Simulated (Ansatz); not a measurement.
One change: `C=C=C[SiH2]C` becomes `C=C=C[SiH2][SiH3]`.

Ansatz, PBE0-D4/def2-TZVP geometries, multiplicity 1. Each molecule was computed in one conformer, which needn't be the lowest.

```
                                      property  `C=C=C[SiH2]C`
             LUMO energy (PBE/def2-TZVPP) / eV           -1.04
size of the dipole moment (PBE/def2-TZVPP) / D            0.73
             HOMO energy (PBE/def2-TZVPP) / eV           -6.29
           LUMO energy (B3LYP/def2-TZVPP) / eV           -0.28
         LUMO energy (ωB97M-V/def2-TZVPP) / eV            2.01
           HOMO energy (B3LYP/def2-TZVPP) / eV           -7.21
```

Q: What does the change do to each property? (Best estimate.)

A: Computed: 
```
                                      property  `C=C=C[SiH2][SiH3]`  shift
             LUMO energy (PBE/def2-TZVPP) / eV                -1.35  -0.31
size of the dipole moment (PBE/def2-TZVPP) / D                 0.61  -0.12
             HOMO energy (PBE/def2-TZVPP) / eV                -6.33  -0.04
           LUMO energy (B3LYP/def2-TZVPP) / eV                -0.62  -0.34
         LUMO energy (ωB97M-V/def2-TZVPP) / eV                 1.52  -0.49
           HOMO energy (B3LYP/def2-TZVPP) / eV                -7.21   0.00
```

Dipoles are sizes alone; their direction can turn.

B3LYP here is the variant with VWN-RPA as its local correlation; programs differ in this.
